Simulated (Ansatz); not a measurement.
Total energies of `FC(F)(F)c1ccc(-c2ccc(-c3ccc(-c4ccc(C(F)(F)F)cc4)cc3)cc2)cc1` from Ansatz at PBE-D4/def2-TZVP, gas phase (1 Eh = 27.2114 eV = 2625.5 kJ/mol). The reference geometry is relaxed at r2SCAN-D4/def2-SVP.

```tsv
state	geometry	energy (Eh)
charge 0 singlet	reference	-1598.37182
charge 1 doublet	reference	-1598.10117
charge -1 doublet	reference	-1598.41778
free F atom (doublet)	–	-99.66912
free C atom (triplet)	–	-37.79597
free H atom (doublet)	–	-0.49962
```

Single mean-field runs in def2-TZVP are fitted with def2-universal-jkfit.

(1) Work out the vertical ionisation energy to the doublet.

(2) Work out the vertical electron affinity, to the doublet.

(3) Give the fundamental gap IE − EA, the Mulliken electronegativity (IE + EA)/2 and the hardness (IE − EA)/2.

(4) What is the binding energy per atom against free atoms?

(1) E(charge 1 doublet) − E(charge 0 singlet) = -1598.10117 − (-1598.37182) = 0.27065 Eh = 7.36 eV. For comparison, −ε of the highest occupied level is 5.69 eV at this level, 1.67 eV less.

(2) E(charge 0 singlet) − E(charge -1 doublet) = -1598.37182 − (-1598.41778) = 0.04596 Eh = 1.25 eV. The basis lacks diffuse functions, which makes affinities too small.

(3) From the values in Eh: IE − EA = 0.27065 − 0.04596 = 0.22469 Eh = 6.11 eV; (IE + EA)/2 = 4.31 eV; (IE − EA)/2 = 3.06 eV. The HOMO–LUMO gap of the same run is 2.96 eV, 3.15 eV smaller than the fundamental gap.

(4) Atoms: 6 × (-99.66912) + 26 × (-37.79597) + 16 × (-0.49962) = -1588.70386 Eh. Binding: -1588.70386 − (-1598.37182) = 9.66796 Eh = 263.08 eV, or 5.48 eV for each of 48 atoms (no zero-point energy, no counterpoise term).

At PBE-D4/def2-TZVP the highest occupied level of the charge -1 doublet lies above zero (up to 0.30 eV). By energy differences its removal costs 1.25 eV (vertical, to the charge 0 singlet, at PBE-D4/def2-TZVP); self-interaction error and the lack of diffuse functions both raise the level.
